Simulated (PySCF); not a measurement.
Te(H)(Me) (CH4Te), SMILES [TeH]C. Atoms are numbered in the order given.

```xyz
6

Te     0.0330     0.3288     0.0000
H     -1.6245     0.4675     0.0000
C     -0.0143    -1.8370     0.0000
H     -0.5134    -2.1917     0.8960
H     -0.5134    -2.1917    -0.8960
H      1.0234    -2.1622     0.0000
```

Geometry optimised at B3LYP-D3(BJ)/def2-TZVP. The def2 effective core potentials stand for the cores of Te; spin–orbit coupling is left out.

All values below come from B3LYP-D3(BJ)/def2-TZVP (PySCF).

Frequencies are harmonic and unscaled.

Computed normal modes with their intensities:
```csv
mode,ν (cm⁻¹),IR (km/mol),Raman (Å⁴/amu),depolarisation,moving atoms (share of kinetic energy)
1,154,0.1,4.3,0.75,H 100 %
2,513,1.9,32.3,0.26,"C 70 %, H 19 %, Te 11 %"
3,600,1.6,12.0,0.52,H 95 %
4,847,9.7,0.7,0.75,"H 88 %, C 11 %"
5,906,19.6,6.2,0.73,"H 85 %, C 14 %"
6,1264,14.4,9.8,0.22,"H 86 %, C 14 %"
7,1465,4.0,6.3,0.75,H 95 %
8,1475,6.6,6.2,0.74,H 95 %
9,2114,57.5,180.7,0.30,H 99 %
10,3071,13.5,137.8,0.00,H 98 %
11,3162,3.4,68.2,0.73,"H 90 %, C 10 %"
12,3177,1.5,64.6,0.75,"H 90 %, C 10 %"
```
